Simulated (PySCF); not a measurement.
C6H8O2S.
Atom-mapped SMILES: `[O:1]=[CH:2][C@@H:3]1[CH2:4][CH2:5][CH:6]=[CH:7][S@:8]1=[O:9]` (hydrogens: H10 on C2; H11 on C3; H12, H13 on C4; H14, H15 on C5; H16 on C6; H17 on C7)

Cartesian coordinates in Å at the GFN2-xTB level; atoms count from 1:
```
atom  x, y, z in Å
O1    -2.9001   -0.1301    1.2705
C2    -2.3996    0.3441    0.2857
C3    -0.9860    0.1383   -0.1311
C4    -0.2593   -0.9483    0.6396
C5     1.0654   -1.3104   -0.0223
C6     1.8807   -0.1238   -0.4210
C7     1.5026    1.1386   -0.3405
S8    -0.0751    1.7358    0.3248
O9    -0.5031    2.7718   -0.6088
H10   -2.9647    1.0179   -0.3840
H11   -0.9049    0.0492   -1.2148
H12   -0.0849   -0.5892    1.6568
H13   -0.8940   -1.8343    0.7137
H14    1.6573   -1.9362    0.6504
H15    0.8814   -1.9062   -0.9229
H16    2.8521   -0.3617   -0.8394
H17    2.1252    1.9565   -0.6667
```

The closed-shell SCF was solved with PySCF and density fitting under several settings on one GFN2-xTB geometry (grid level 2 and gas phase unless stated).

```
                                                            settings  basis functions  SCF cycles     E (Eh)  HOMO (eV)  LUMO (eV)  dipole (D)
PBE0/6-311G**, damping 0.1 at the start, DIIS from the seventh cycle              218          24  -781.5322      -6.90      -1.36        4.65
                                                    BHandHLYP/STO-3G               57          15  -772.3764      -3.81       3.56        2.96
```

Q: Estimate the row for these settings: WP04/def2-SVP.

A: 
```
     settings  basis functions  SCF cycles     E (Eh)  HOMO (eV)  LUMO (eV)  dipole (D)
WP04/def2-SVP              170          17  -794.1187      -8.02      -3.56        4.53
```

Q: Over all rows, what range does the HOMO–LUMO gap span?

A: From 4.46 eV (WP04/def2-SVP) to 7.37 eV (BHandHLYP/STO-3G). The functional of the narrowest has 12 % exact exchange, that of the widest 50 % exact exchange.

Whole jobs, the steps after the SCF included, on one thread, Intel Xeon 6975P-C (x86_64), on a shared host:

```
                                                            settings                                                      work after the SCF  wall time  peak memory
PBE0/6-311G**, damping 0.1 at the start, DIIS from the seventh cycle  spin–spin couplings from 8 perturbed nuclei, spin–dipole term left out       47 s      1.1 GiB
                                                    BHandHLYP/STO-3G                                      shieldings, ring-centre shieldings      4.8 s     0.47 GiB
                                                       WP04/def2-SVP              6 singlets by TDA, 5 Tamm–Dancoff triplets, polarisability       19 s     0.81 GiB
```

Cycle counts include a coarse-grid stage where the run had one. All basis functions are spherical, in the Pople sets too. WP04 was designed for NMR shieldings or shifts; total energies of different functionals aren't comparable.

One conformer stands for the species.
